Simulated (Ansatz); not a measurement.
TiO₂, 3 atoms. Hardware: 4 threads of Arm Neoverse V2 on a shared host.

Correlated methods freeze 7 core orbitals; core or outer-core shells of Ti are correlated, in sets that lack core-valence functions.

Question: How many basis functions does each of these Ansatz runs have, and roughly what does it cost? CCSD(T)/def2-TZVPP, charge 0 singlet, energy, from earlier orbitals; PBE-D4/def2-SVP, charge 0 singlet, energy, from earlier orbitals; r2SCAN0-D4/def2-TZVP, charge 0 singlet, energy, from earlier orbitals; PBE0-D4/def2-SVP, charge 0 singlet, energy, from earlier orbitals; r2SCAN-D4/def2-TZVPD, charge -1 doublet at the geometry of the charge 0 singlet, energy, from earlier orbitals; r2SCAN-D4/def2-TZVP, charge 1 doublet at the geometry of the charge 0 singlet, energy, from earlier orbitals; PBE-D4/def2-TZVP, charge 1 doublet, energy, from earlier orbitals; PBE0-D4/def2-TZVP, charge 0 singlet, energy, from earlier orbitals; CCSD(T)/def2-TZVPP, charge 1 doublet at the geometry of the charge 0 singlet, energy, from earlier orbitals; r2SCAN-D4/def2-TZVPD, charge 0 singlet, energy, from earlier orbitals; PBE-D4/def2-TZVP, charge 1 doublet, relaxation, 6 steps; PBE-D4/def2-TZVP, charge 0 singlet, energy, from earlier orbitals.

Answer: Other jobs shared the machine, so times can vary by a factor of up to 3. A dash marks memory too small to be measured apart from the calling script's.

```csv
run,functions,fitting or Cholesky vectors,wall time,peak host memory (GiB)
"PBE-D4/def2-SVP, charge 0 singlet, energy, from earlier orbitals",59,666,0.4 s,–
"PBE0-D4/def2-SVP, charge 0 singlet, energy, from earlier orbitals",59,606,0.55 s,–
"PBE-D4/def2-TZVP, charge 0 singlet, energy, from earlier orbitals",107,715,0.55 s,–
"PBE0-D4/def2-TZVP, charge 0 singlet, energy, from earlier orbitals",107,768,0.95 s,–
"PBE-D4/def2-TZVP, charge 1 doublet, energy, from earlier orbitals",107,715,1.1 s,–
"r2SCAN0-D4/def2-TZVP, charge 0 singlet, energy, from earlier orbitals",107,768,1.6 s,–
"r2SCAN-D4/def2-TZVPD, charge 0 singlet, energy, from earlier orbitals",128,794,1.6 s,–
"r2SCAN-D4/def2-TZVP, charge 1 doublet at the geometry of the charge 0 singlet, energy, from earlier orbitals",107,715,2.5 s,–
"CCSD(T)/def2-TZVPP, charge 0 singlet, energy, from earlier orbitals",126,860,2.8 s,–
"r2SCAN-D4/def2-TZVPD, charge -1 doublet at the geometry of the charge 0 singlet, energy, from earlier orbitals",128,794,3.4 s,–
"PBE-D4/def2-TZVP, charge 1 doublet, relaxation, 6 steps",107,715,8 s,–
"CCSD(T)/def2-TZVPP, charge 1 doublet at the geometry of the charge 0 singlet, energy, from earlier orbitals",126,860,9 s,0.92
```
